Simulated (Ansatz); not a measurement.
Input file for Ansatz (a quantum-chemistry and plane-wave program): U-wB97M-V/def2-TZVPP on CH3Si (SMILES [CH]=[SiH2]), 2S+1 = 2, atoms moved off the minimum.

Ansatz 0.2 input:
```yaml
crystal:
  periodic: [false, false, false]
  atoms:
    - {symbol: C, position_ang: [1.17208721, -0.10575364, -0.02192795]}
    - {symbol: Si, position_ang: [-0.51349372, 0.07216319, -0.14096117]}
    - {symbol: H, position_ang: [2.19945537, -0.25149262, -0.03486627]}
    - {symbol: H, position_ang: [-1.15929828, 1.42761948, 0.01047833]}
    - {symbol: H, position_ang: [-1.37190334, -1.03044907, -0.03771119]}
basis:
  gaussian:
    orbitals: def2-TZVPP
hamiltonian:
  xc: {name: wB97M-V}
magnetization: {spin_polarized: true, initial_magnetization: 1}
output: {forces: true}
```

It printed:

```
WARN ansatz: RAYON_NUM_THREADS=1 ignored (pool sized by the plan → 1); use --threads N
Functional definition: wB97M-V
integrals: 0.04 GiB planned
648 factors; their error is unknown
integrals: 0.07 GiB planned
154 factors; integrals over basis functions are off by at most 1.2e-5 eV
mean field: 0.53 GiB planned
mean field evaluation 1: about -8954.9991 eV, gradient 2.6e1 eV
mean field evaluation 2: about -8954.0847 eV, gradient 2.8e1 eV
mean field evaluation 4: about -8958.7411 eV, gradient 7.9e-1 eV
mean field evaluation 8: about -8958.7619 eV, gradient 1.4e-1 eV
mean field evaluation 16: about -8958.7668 eV, gradient 4.8e-4 eV
mean field -8958.76679471 eV, -329.2286072354 hartree, gradient 9.9e-6 eV, S^2 0.788457; 2 other end points of the search recorded, 0 dependent functions left out
the calculation of the forces begins
reference -8958.76683459 eV, -329.2286087009 hartree; 12, 11 occupied and 103, 104 virtual orbitals, 648 factors
Total energy: -8958.76683459 eV, -329.2286087009 hartree
Atom 0 at     1.172087    -0.105754    -0.021928 Å, force    -2.562075     0.294878    -0.085333 eV/Å
Atom 1 at    -0.513494     0.072163    -0.140961 Å, force     1.885641     1.646846     0.336682 eV/Å
Atom 2 at     2.199455    -0.251493    -0.034866 Å, force     1.366579    -0.173535    -0.070905 eV/Å
Atom 3 at    -1.159298     1.427619     0.010478 Å, force     0.258687    -0.628929    -0.176267 eV/Å
Atom 4 at    -1.371903    -1.030449    -0.037711 Å, force    -0.948831    -1.139260    -0.004178 eV/Å
Dipole moment:    -0.179808    -0.008661    -0.047883 e Å
```

The calculation finished and met its thresholds.

Cost: roughly 12 core-seconds.
